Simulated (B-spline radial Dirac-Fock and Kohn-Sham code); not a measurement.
Isotope-shift constants of the inner levels of S²⁺

System: S²⁺, [Ne] 3s2 3p2.

These are calculated numbers from a radial B-spline solver; the model is first-order field-shift and mass-shift constants from Dirac-Fock ground and hole states with a Fermi nucleus; the mass shift has no relativistic recoil terms. A binding energy shifts by δE = F·δ⟨r²⟩ + (K_N + K_S)·δ(1/M); F is taken for a change of radius at fixed skin thickness and so holds the higher radial moments.

```
     level  F (meV/fm²)  K_N (meV u)  K_S (meV u)
    K (1s)      -0.4101        -1378        386.8
   L1 (2s)     -0.03041       -146.1       -45.15
L2 (2p1/2)     0.005716       -110.5        98.78
L3 (2p3/2)     0.005723       -109.8        96.86
   M1 (3s)    -0.003039       -24.55        1.298
```

Line shifts in meV from A = 32 (mass 31.9721 u, rms radius 3.2611 fm); radii from Angeli and Marinova (2013).

```
 A  mass (u)  radius (fm)    Kα1    Kα2     Lℓ
34   33.9679       3.2847  +1.73  +1.74  -0.02
36   35.9671       3.2985      ?      ?      ?
```

Question: What are the shifts for A = 36?

Answer: Kα1 +3.30 meV (field -0.10, mass +3.40); Kα2 +3.30 meV (field -0.10, mass +3.40); Lℓ -0.03 meV (field 0.00, mass -0.04).
